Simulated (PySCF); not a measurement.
Working out the ionisation energy of Sn⁺

Sn⁺ [Kr] 4d10 5s2 5p1 (2P) → Sn²⁺ [Kr] 4d10 5s2 (1S). Computed with PySCF 2.14 in ANO-RCC-VTZP (7s6p4d2f1g, 68 functions), with the spin-free X2C one-electron Hamiltonian (Gaussian nucleus). Frozen: [Kr] 4d10. Energies in hartree (1 hartree = 27.21139 eV):

| part | Sn⁺ (lower) | Sn²⁺ (upper) |
| --- | --- | --- |
| UHF | -6173.299759 | -6172.794255 |
| CCSD correlation | -0.041870 | -0.032570 |
| (T) | -0.000555 | 0.000000 |

What does Hartree-Fock give?

(-6172.794255) − (-6173.299759) = 0.505504 hartree = 13.755 eV.

What do CCSD and CCSD(T) give?

The CCSD correlation energies differ by 0.009300 hartree = 0.253 eV and the triples by 0.000555 hartree = 0.015 eV, so CCSD gives 14.008 eV and CCSD(T) 14.023 eV.

Measured between the centres of the two terms (NIST): 14.282 eV, so CCSD(T) (valence) is off by -0.259 eV.

What remains against the reference includes basis incompleteness, the frozen core and higher excitations.
